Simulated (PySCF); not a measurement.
# RbF and its ions

RHF-MP2; basis Rb def2-SVP with ECP28, F def2-SVP; scalar-relativistic core potentials; PySCF 2.14. Neutral (RHF): singlet (closed shell), Re = 2.322 Å, ωe = 398 cm⁻¹, De = 4.22 eV.

RbF⁺ (UHF): doublet (π ↑), Re = 3.037 Å, ωe = 109 cm⁻¹, De = 0.15 eV to Rb⁺ + F. The energies at the minima are -123.43369 hartree for RbF and -123.13538 for RbF⁺.

(1) Work out the adiabatic ionisation energy, without and with harmonic zero-point energies (1 hartree = 27.2114 eV, 1 eV = 8065.5 cm⁻¹), and the change of the bond length.

Correlated steps freeze 1 core orbital. Weak bonds: RbF⁺. Basis-set superposition, not corrected here, can be much of De in a small basis, most of all at correlated wavefunction levels. Spin–orbit coupling is left out. For an ion De counts to the pair picked by the measured ionisation energies or electron affinities, which need not be the lowest pair at this level. Where the molecule has an RHF reference, its open-shell atoms are computed with UHF. States were picked by a PBE0 search and need not be the measured ground states.

Neutral and ion stand on different kinds of reference determinant, which adds to the error of the difference.

Results:

(1) At MP2: 0.29831 hartree = 8.117 eV between the minima; the zero-point term (109.0 − 398.0)/2 cm⁻¹ = -0.018 eV makes it 8.100 eV. Re changes by +71.5 pm against the neutral. The electron leaves a π orbital, and the ion is left as a loose complex of an ion and an atom.
